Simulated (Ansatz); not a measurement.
C2HF5, triplet, at the geometry of the source list (a higher spin typed on purpose: for a closed-shell molecule this is an excited state); Ansatz (a first-principles code) with HF/def2-SVP.

Here is a job for Ansatz.
Ansatz 0.2 input:
```yaml
crystal:
  periodic: [false, false, false]
  atoms:
    - {symbol: F, position_ang: [1.10220000, -1.19930000, 0.67480000]}
    - {symbol: C, position_ang: [0.77990000, -0.12100000, -0.05470000]}
    - {symbol: F, position_ang: [1.41890000, 0.93700000, 0.46610000]}
    - {symbol: C, position_ang: [-0.74820000, 0.11140000, 0.00470000]}
    - {symbol: F, position_ang: [-1.19280000, 0.29790000, 1.23880000]}
    - {symbol: F, position_ang: [-1.07750000, 1.18140000, -0.72060000]}
    - {symbol: F, position_ang: [-1.39140000, -0.93590000, -0.51370000]}
    - {symbol: H, position_ang: [1.10880000, -0.27150000, -1.09550000]}
basis:
  gaussian:
    orbitals: def2-SVP
hamiltonian:
  xc: hf
magnetization: {spin_polarized: true, initial_magnetization: 2}
output: {forces: true}
```

Question: Write the output that Ansatz gives for this input, abridged.

Answer: 
```
Functional definition: HF
992 factors; integrals over basis functions are off by at most 1.2e-3 eV
mean field evaluation 1: about -15576.7113 eV, gradient 3.5e1 eV
mean field evaluation 2: about -15576.9111 eV, gradient 3.5e1 eV
mean field evaluation 4: about -15581.5443 eV, gradient 3.2e0 eV
mean field evaluation 8: about -15581.6365 eV, gradient 2.7e-1 eV
mean field evaluation 16: about -15581.6388 eV, gradient 1.2e-4 eV
mean field evaluation 32: about -15581.5001 eV, gradient 4.4e0 eV
mean field evaluation 64: about -15582.3587 eV, gradient 4.1e-1 eV
mean field evaluation 96: about -15579.1314 eV, gradient 1.3e1 eV
mean field evaluation 128: about -15580.0771 eV, gradient 1.1e1 eV
mean field evaluation 160: about -15582.0094 eV, gradient 1.7e0 eV
mean field evaluation 192: about -15580.3144 eV, gradient 1.3e0 eV
mean field -15582.36053890 eV, -572.6411877011 hartree, gradient 1.5e-6 eV, S^2 2.010016; 3 other end points of the search recorded, 0 dependent functions left out
the calculation of the forces begins
reference -15582.36053890 eV, -572.6411877011 hartree; 30, 28 occupied and 73, 75 virtual orbitals, 992 factors
Total energy: -15582.36053890 eV, -572.6411877011 hartree
Atom 0 at     1.102200    -1.199300     0.674800 Å, force    -0.401673     2.226817    -2.973969 eV/Å
Atom 1 at     0.779900    -0.121000    -0.054700 Å, force    -2.740585     2.206691    18.399573 eV/Å
Atom 2 at     1.418900     0.937000     0.466100 Å, force    -1.108582    -2.539732    -2.508361 eV/Å
Atom 3 at    -0.748200     0.111400     0.004700 Å, force    -3.351114     0.306139    -1.958331 eV/Å
Atom 4 at    -1.192800     0.297900     1.238800 Å, force     1.089095    -0.281644    -1.231852 eV/Å
Atom 5 at    -1.077500     1.181400    -0.720600 Å, force     0.973559    -1.413733     1.194329 eV/Å
Atom 6 at    -1.391400    -0.935900    -0.513700 Å, force     1.370865     1.272444     0.930952 eV/Å
Atom 7 at     1.108800    -0.271500    -1.095500 Å, force     4.168436    -1.776982   -11.852340 eV/Å
Dipole moment:    -0.227355     0.087135     0.547179 e Å
```
